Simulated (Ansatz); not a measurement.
Reaction (isomerisation): `C/C([SiH3])=C\O` → `CC(C)O[SiH]`

Computed with Ansatz on PBE0-D4/def2-TZVP structures; ΔE is electronic, products minus reactants. CCSD(T)/CBS adds triple-zeta CCSD(T) − MP2 to the extrapolated MP2 energy (def2 sets, frozen cores). DFT in def2-TZVPP. HSE06 is defined as in plane-wave codes. One conformer a species, not always the lowest.

```json
{"level": "LDA (SPW92)", "ΔE (kJ/mol)": "-29.9", "difference from CCSD(T)/CBS": "6.9"}
{"level": "revPBE-D4", "ΔE (kJ/mol)": "-26.0", "difference from CCSD(T)/CBS": "10.8"}
{"level": "BLYP-D4", "ΔE (kJ/mol)": "-34.0", "difference from CCSD(T)/CBS": "2.8"}
{"level": "r2SCAN-D4", "ΔE (kJ/mol)": "-20.7", "difference from CCSD(T)/CBS": "16.1"}
{"level": "B97M-V", "ΔE (kJ/mol)": "-37.6", "difference from CCSD(T)/CBS": "-0.8"}
{"level": "r2SCANh-D4", "ΔE (kJ/mol)": "-22.2", "difference from CCSD(T)/CBS": "14.6"}
{"level": "r2SCAN0-D4", "ΔE (kJ/mol)": "-24.4", "difference from CCSD(T)/CBS": "12.4"}
{"level": "HSE06-D4", "ΔE (kJ/mol)": "-26.6", "difference from CCSD(T)/CBS": "10.2"}
{"level": "BHLYP-D4", "ΔE (kJ/mol)": "-36.4", "difference from CCSD(T)/CBS": "0.4"}
{"level": "CAM-B3LYP-D4", "ΔE (kJ/mol)": "-38.3", "difference from CCSD(T)/CBS": "-1.5"}
{"level": "ωB97X-V", "ΔE (kJ/mol)": "-33.7", "difference from CCSD(T)/CBS": "3.1"}
{"level": "ωB97M-V", "ΔE (kJ/mol)": "-42.6", "difference from CCSD(T)/CBS": "-5.8"}
{"level": "B2PLYP", "ΔE (kJ/mol)": "-34.6", "difference from CCSD(T)/CBS": "2.2"}
{"level": "PBE-QIDH", "ΔE (kJ/mol)": "-29.4", "difference from CCSD(T)/CBS": "7.4"}
{"level": "PBE", "ΔE (kJ/mol)": "-25.2", "difference from CCSD(T)/CBS": "11.6"}
{"level": "revPBE", "ΔE (kJ/mol)": "-21.9", "difference from CCSD(T)/CBS": "14.9"}
{"level": "BLYP", "ΔE (kJ/mol)": "-32.6", "difference from CCSD(T)/CBS": "4.2"}
{"level": "r2SCAN", "ΔE (kJ/mol)": "-20.5", "difference from CCSD(T)/CBS": "16.3"}
{"level": "PBE0", "ΔE (kJ/mol)": "-26.5", "difference from CCSD(T)/CBS": "10.3"}
{"level": "r2SCANh", "ΔE (kJ/mol)": "-22.0", "difference from CCSD(T)/CBS": "14.8"}
{"level": "HSE06", "ΔE (kJ/mol)": "-26.2", "difference from CCSD(T)/CBS": "10.6"}
{"level": "BHLYP", "ΔE (kJ/mol)": "-36.4", "difference from CCSD(T)/CBS": "0.4"}
{"level": "CAM-B3LYP", "ΔE (kJ/mol)": "-37.9", "difference from CCSD(T)/CBS": "-1.1"}
{"level": "LC-ωPBE", "ΔE (kJ/mol)": "-27.8", "difference from CCSD(T)/CBS": "9.0"}
{"level": "RPA@PBE/def2-TZVPP", "ΔE (kJ/mol)": "-49.3", "difference from CCSD(T)/CBS": "-12.5"}
{"level": "HF/def2-SVP", "ΔE (kJ/mol)": "-32.2", "difference from CCSD(T)/CBS": "4.6"}
{"level": "MP2/def2-SVP", "ΔE (kJ/mol)": "-34.2", "difference from CCSD(T)/CBS": "2.6"}
{"level": "CCSD/def2-SVP", "ΔE (kJ/mol)": "-45.8", "difference from CCSD(T)/CBS": "-9.0"}
{"level": "CCSD(T)/def2-SVP", "ΔE (kJ/mol)": "-42.5", "difference from CCSD(T)/CBS": "-5.7"}
{"level": "HF/def2-TZVPP", "ΔE (kJ/mol)": "-33.7", "difference from CCSD(T)/CBS": "3.1"}
{"level": "MP2/def2-TZVPP", "ΔE (kJ/mol)": "-32.4", "difference from CCSD(T)/CBS": "4.4"}
{"level": "SCS-MP2/def2-TZVPP", "ΔE (kJ/mol)": "-35.4", "difference from CCSD(T)/CBS": "1.4"}
{"level": "CCSD/def2-TZVPP", "ΔE (kJ/mol)": "-43.2", "difference from CCSD(T)/CBS": "-6.4"}
{"level": "CCSD(T)/def2-TZVPP", "ΔE (kJ/mol)": "-39.9", "difference from CCSD(T)/CBS": "-3.1"}
{"level": "HF/def2-QZVPP", "ΔE (kJ/mol)": "-34.2", "difference from CCSD(T)/CBS": "2.6"}
{"level": "MP2/def2-QZVPP", "ΔE (kJ/mol)": "-30.8", "difference from CCSD(T)/CBS": "6.0"}
{"level": "SCS-MP2/def2-QZVPP", "ΔE (kJ/mol)": "-33.3", "difference from CCSD(T)/CBS": "3.5"}
{"level": "HF/CBS(def2)", "ΔE (kJ/mol)": "-34.3", "difference from CCSD(T)/CBS": "2.5"}
{"level": "MP2/CBS(def2)", "ΔE (kJ/mol)": "-29.3", "difference from CCSD(T)/CBS": "7.5"}
{"level": "CCSD/CBS(def2)", "ΔE (kJ/mol)": "-40.1", "difference from CCSD(T)/CBS": "-3.3"}
{"level": "CCSD(T)/CBS", "ΔE (kJ/mol)": "-36.8", "difference from CCSD(T)/CBS": "0"}
```

Q: What do rigid-rotor, harmonic-oscillator terms from PBE0-D4/def2-TZVP frequencies (298.15 K, 1 bar) make of the CCSD(T)/CBS value? (Estimate.)

A: Computed: ΔZPE = +14.4 kJ/mol, ΔH = -23.9 kJ/mol, ΔS = -9 J/(mol·K), ΔG = -21.2 kJ/mol.

Largest T1 diagnostic among the species: 0.014.

From r2SCAN to r2SCAN0 (25 % exact exchange), in def2-TZVPP and without D4, ΔE moves by −3.8 kJ/mol. At CCSD(T), def2-SVP lies −5.7 kJ/mol from the extrapolated value and def2-TZVPP −3.1 kJ/mol.

CCSD(T)/CBS has its own doubt, a few kJ/mol and more with outer-core shells, so smaller differences from it don't rank the levels.
